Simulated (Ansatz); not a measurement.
cyclo-(Me2GeNH)3 (C6H21Ge3N3) was relaxed with PBE-D4 (def2-SVP) in Ansatz in these states: charge +1 doublet, neutral singlet. The geometries follow in no particular order.

A:

Cartesian coordinates in Å:
```
Ge -1.116 0.754 -1.298
C -2.852 1.667 -1.189
C -0.683 0.270 -3.160
N 0.260 1.798 -0.609
Ge 1.152 1.210 0.924
C 2.839 2.206 1.053
C -0.041 1.472 2.454
N 1.553 -0.614 0.846
Ge 0.183 -1.792 0.410
C 0.840 -3.036 -0.970
C -0.480 -2.753 1.987
N -1.215 -0.710 -0.163
H -3.064 1.944 -0.138
H -2.834 2.593 -1.798
H -3.669 1.018 -1.564
H -1.497 -0.340 -3.600
H 0.255 -0.318 -3.195
H -0.553 1.178 -3.783
H 0.886 2.185 -1.325
H 3.490 1.996 0.181
H 3.384 1.917 1.973
H 2.639 3.295 1.086
H 0.441 1.125 3.388
H -0.318 2.540 2.554
H -0.962 0.881 2.283
H 2.439 -0.820 0.371
H 0.046 -3.758 -1.247
H 1.715 -3.607 -0.598
H 1.141 -2.482 -1.881
H -0.759 -2.026 2.775
H -1.368 -3.367 1.735
H 0.306 -3.422 2.389
H -2.157 -1.005 0.109
```

B:

| atom | x (Å) | y (Å) | z (Å) |
| --- | --- | --- | --- |
| Ge1 | 1.316 | -1.014 | 0.921 |
| C2 | 2.144 | -0.630 | 2.648 |
| C3 | 1.886 | -2.677 | 0.066 |
| N4 | -0.576 | -1.170 | 1.164 |
| Ge5 | -1.811 | 0.215 | 0.788 |
| C6 | -3.627 | -0.443 | 0.998 |
| C7 | -1.311 | 1.864 | 1.674 |
| N8 | -1.336 | 0.251 | -1.041 |
| Ge9 | 0.393 | 0.766 | -1.676 |
| C10 | 0.809 | -0.413 | -3.177 |
| C11 | 0.357 | 2.675 | -2.092 |
| N12 | 1.378 | 0.506 | -0.130 |
| H13 | 1.702 | 0.282 | 3.091 |
| H14 | 1.993 | -1.483 | 3.336 |
| H15 | 3.232 | -0.480 | 2.505 |
| H16 | 2.963 | -2.611 | -0.184 |
| H17 | 1.317 | -2.858 | -0.866 |
| H18 | 1.739 | -3.536 | 0.751 |
| H19 | -0.960 | -2.127 | 1.134 |
| H20 | -3.780 | -1.390 | 0.445 |
| H21 | -4.343 | 0.313 | 0.619 |
| H22 | -3.839 | -0.615 | 2.071 |
| H23 | -1.936 | 2.696 | 1.294 |
| H24 | -1.475 | 1.770 | 2.765 |
| H25 | -0.245 | 2.080 | 1.476 |
| H26 | -1.904 | -0.338 | -1.668 |
| H27 | 1.825 | -0.180 | -3.553 |
| H28 | 0.089 | -0.259 | -4.004 |
| H29 | 0.785 | -1.475 | -2.868 |
| H30 | 0.004 | 3.251 | -1.216 |
| H31 | 1.377 | 3.009 | -2.364 |
| H32 | -0.316 | 2.862 | -2.950 |
| H33 | 2.149 | 1.159 | 0.044 |

Question: Judge from the bond lengths which geometry belongs to which state (an estimate).

Answer: A is the neutral singlet (N8–Ge9 1.858 Å, Ge1–N4 1.860 Å, N4–Ge5 1.869 Å); B is the charge +1 doublet (N8–Ge9 1.912 Å, Ge1–N4 1.914 Å, N4–Ge5 1.893 Å).
